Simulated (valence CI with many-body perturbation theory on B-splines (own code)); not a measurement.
**Ce XXVI: key properties**

Computed by relativistic CI+MBPT: five valence electrons over a frozen Dirac-Fock core [Ar] 3d10, a basis of 9 s, 9 p, 8 d, 6 f, 3 g, 1 h functions for each j, with the one-electron correlation potential Σ1 (screened to all orders), the two-electron term Σ2, the three-electron term Σ3, Breit, model QED; selected single and double excitations, second order for the rest (own B-spline code, finite nucleus).

No measured spectrum was set against this ion. As an estimate, levels hold to about 250 cm⁻¹ or 0.2 % of their energy and the worst to 1 %, as in measured heavy ions of charge 2 to 7; those with d or f electrons hold less well. Among the levels kept, up to 270 cm⁻¹ of a level comes from second order outside the variational space, and about a tenth of that is noise between levels of different J, which matters for small intervals.

Levels are named by their leading jj configuration (3d3/2^4 stands for four electrons in 3d with j = 3/2), which in mixed levels can hold well under half, so a name can repeat and another be missing.

Rates and lifetimes use the calculated energies. Strong lines usually hold to 10 to 20 %, long lifetimes can be off by a factor of two.

Q: What is the ground level?

A: (4s^2 4p1/2^2 4p3/2) J=3/2, composition 41 % 4s2.4p3 2P° + 35 % 4s2.4p3 4S° + 23 % 4s2.4p3 2D°, g = 1.445.

Q: Among levels below 1480800 cm⁻¹, which E1 lines absorb most strongly from the ground level?

A: to (4s^2 4p1/2 4p3/2 4d3/2) J=5/2 at 9.265 nm, f = 0.595; to (4s^2 4p1/2 4p3/2 4d3/2) J=3/2 at 9.193 nm, f = 0.336; to (4s^2 4p1/2 4p3/2 4d3/2) J=1/2 at 9.215 nm, f = 0.271.

Q: How well does LS coupling describe the low levels?

A: Among the lowest 20 levels the leading LS term, summed over configurations, holds 56 % on average. For single configurations the figures are 52 % in LS and 80 % in jj coupling. Terms mix most in the J = 5/2 level at 864610 cm⁻¹, where the leading one holds 32 %.

Q: What is the ionisation energy?

A: 863.57 eV; NIST lists 862 ± 4 eV (theoretical).

Q: Where does the other parity begin?

A: At (4s 4p1/2^2 4p3/2^2) J=5/2, 642180 cm⁻¹.

Q: What are the static dipole polarisabilities of the lowest levels?

A: (4s^2 4p1/2^2 4p3/2) J=3/2 0.139 (tensor 0.0084); (4s^2 4p1/2 4p3/2^2) J=3/2 0.149 (tensor 0.0031); (4s^2 4p1/2 4p3/2^2) J=5/2 0.148; (4s^2 4p1/2 4p3/2^2) J=1/2 0.147 bohr³, of which the core gives 0.00774.

Q: Name the longest-lived excited levels whose lifetime is computed, and their main decay.

A: (4s^2 4p1/2 4p3/2^2) J=5/2 at 199230 cm⁻¹ lives 47.6 μs, mostly by M1 to (4s^2 4p1/2^2 4p3/2) J=3/2; (4s^2 4p1/2 4p3/2^2) J=1/2 at 236840 cm⁻¹ lives 10.0 μs, mostly by M1 to (4s^2 4p1/2^2 4p3/2) J=3/2; (4s^2 4p1/2 4p3/2^2) J=3/2 at 169920 cm⁻¹ lives 9.55 μs, mostly by M1 to (4s^2 4p1/2^2 4p3/2) J=3/2. The lifetime of (4s^2 4p1/2 4p3/2 4d5/2) J=9/2 is too uncertain to give, and may be longer.
